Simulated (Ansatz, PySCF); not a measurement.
CH8GeOSi, SMILES O[CH2][GeH2][SiH3]. Atoms are numbered in the order given.

```xyz
12

O     -2.6566     0.7240     0.4966
C     -1.2852     0.8238     0.7797
Ge    -0.1901    -0.3535    -0.3798
Si     2.1512    -0.0949    -0.0066
H     -2.8020     1.0358    -0.4026
H     -0.9066     1.8628     0.7126
H     -1.1426     0.5068     1.8242
H     -0.5281     0.0174    -1.8440
H     -0.6195    -1.8184    -0.1660
H      2.4883    -0.4469     1.4076
H      2.9392    -0.9771    -0.9206
H      2.5535     1.3258    -0.2477
```

Coordinates come from a PBE0-D3(BJ)/def2-SVP optimisation. This is a generated structure with no PubChem entry under its InChIKey; it may be hypothetical. The values are those of a single conformer.

Two levels are set side by side: PBE-D3(BJ)/def2-SVP (Ansatz, a quantum-chemistry and plane-wave program) and PBE0-D3(BJ)/def2-SVP (Ansatz). Each level has its own optimised geometry; the coordinates shown are those of the second. Frequencies come from the Hessian of PySCF at each geometry. Differences are taken from unrounded values.

```
quantity                            PBE0-D3(BJ)
----------------------------------  -----------
mean bond length (Å)                      1.502
bond O1–C2 (Å)                            1.404
bond C2–Ge3 (Å)                           1.982
bond Ge3–Si4 (Å)                          2.385
bond O1–H5 (Å)                            0.963
bond C2–H6 (Å)                            1.108
bond C2–H7 (Å)                            1.101
bond Ge3–H8 (Å)                           1.548
bond Ge3–H9 (Å)                           1.541
bond Si4–H10 (Å)                          1.496
bond Si4–H11 (Å)                          1.495
bond Si4–H12 (Å)                          1.496
highest harmonic wavenumber (cm⁻¹)         3881
mean harmonic wavenumber (cm⁻¹)            1209
zero-point energy (kcal/mol)              51.84
```

**Question.** What does PBE-D3(BJ) give, and how far is it from PBE0-D3(BJ)? (Estimate from the structure and the level; the computed values follow.)

**Answer.** 
| quantity | PBE-D3(BJ) | PBE-D3(BJ) minus PBE0-D3(BJ) |
|---|---|---|
| mean bond length (Å) | 1.514 | 0.012 |
| bond O1–C2 (Å) | 1.416 | 0.012 |
| bond C2–Ge3 (Å) | 2.002 | 0.020 |
| bond Ge3–Si4 (Å) | 2.397 | 0.012 |
| bond O1–H5 (Å) | 0.975 | 0.012 |
| bond C2–H6 (Å) | 1.117 | 0.009 |
| bond C2–H7 (Å) | 1.109 | 0.008 |
| bond Ge3–H8 (Å) | 1.561 | 0.013 |
| bond Ge3–H9 (Å) | 1.554 | 0.013 |
| bond Si4–H10 (Å) | 1.506 | 0.010 |
| bond Si4–H11 (Å) | 1.505 | 0.011 |
| bond Si4–H12 (Å) | 1.506 | 0.010 |
| highest harmonic wavenumber (cm⁻¹) | 3700 | -181 |
| mean harmonic wavenumber (cm⁻¹) | 1165 | -44 |
| zero-point energy (kcal/mol) | 49.97 | -1.87 |

GGA bonds tend to be longer and softer than those of functionals with exact exchange. Differences between two approximate levels are no errors against the true value.
